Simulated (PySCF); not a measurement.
Compound: C₃H₁₁GeNO₂Si.
Bonds: C1–N2, N2–C3, N2–C4, C4–O5 (double), C4–Ge6, Ge6–O7, O7–Si8. Hydrogens: H9, H10, H11 on C1; H12, H13, H14 on C3; H15, H16 on Ge6; H17, H18, H19 on Si8.

Computed with delta-SCF UKS SCAN, pcX-2 on the ionised atom, pcseg-1 elsewhere, spin-free X2C (PySCF). These are vertical core ionisation energies against the vacuum level, from separate self-consistent calculations with and without the core hole.

Some binding energies are withheld.

```tsv
atom(s)	bonded to	level	binding energy (eV)
C1/C3	N and 3 H	C 1s	?
C4	O (double bond), N and Ge	C 1s	?
N2	3 C	N 1s	405.82
O5	C (double bond)	O 1s	536.70
O7	Ge and Si	O 1s	?
Si8	O and 3 H	Si 1s	1847.19
Si8	O and 3 H	Si 2p3/2	107.27
```

(1) Fill in O 1s for O7.

(2) What is the C 1s binding energy of C1/C3?

(3) Fill in C 1s for C4.

Results:

(1) 537.19 eV (oxygen bonded to Ge and Si). The other listed O 1s value is that of O5; the shift against it is +0.49 eV.

(2) 291.93 eV (N-methyl carbon).

(3) 292.87 eV (carbonyl carbon).

Lowest listed C 1s: C1/C3, bonded to N and 3 H. Highest, 0.94 eV above it: C4, bonded to O (double bond), N and Ge. Summing the Pauling electronegativity differences to the bonded atoms, each weighted by its formal bond order, gives -0.56 for the lowest site and +1.73 for the highest.

Q: Which effective nuclear charge Zeff reproduces each element's mean 1s value in the hydrogen-like formula E = 13.606 eV × Zeff²?

A: C (Z = 6): mean 292.2 eV, Zeff = 4.63, Z − Zeff = 1.37; N (Z = 7): mean 405.8 eV, Zeff = 5.46, Z − Zeff = 1.54; O (Z = 8): mean 536.9 eV, Zeff = 6.28, Z − Zeff = 1.72; Si (Z = 14): mean 1847.2 eV, Zeff = 11.65, Z − Zeff = 2.35. Means run over the listed sites, weighted by atom count.

Topologically equivalent atoms share the value of their first member; where this conformer doesn't relate them by symmetry, their own values could differ. Spin–orbit and ligand-field terms were added within each 2p shell after the spin-free SCF. 2p1/2 minus 2p3/2 (ligand field included): Si 0.62 eV. No level of germanium is listed. The structure is a single PBE0-D3(BJ)/def2-SVP conformer in the gas phase; no vibrational or solvent corrections.

The values belong to the conformer `[CH3:1][N:2]([CH3:3])[C:4](=[O:5])[GeH2:6][O:7][SiH3:8]`: C1–N2–C4–O5 -179°, N2–C4–Ge6–O7 4°, C4–Ge6–O7–Si8 109°.
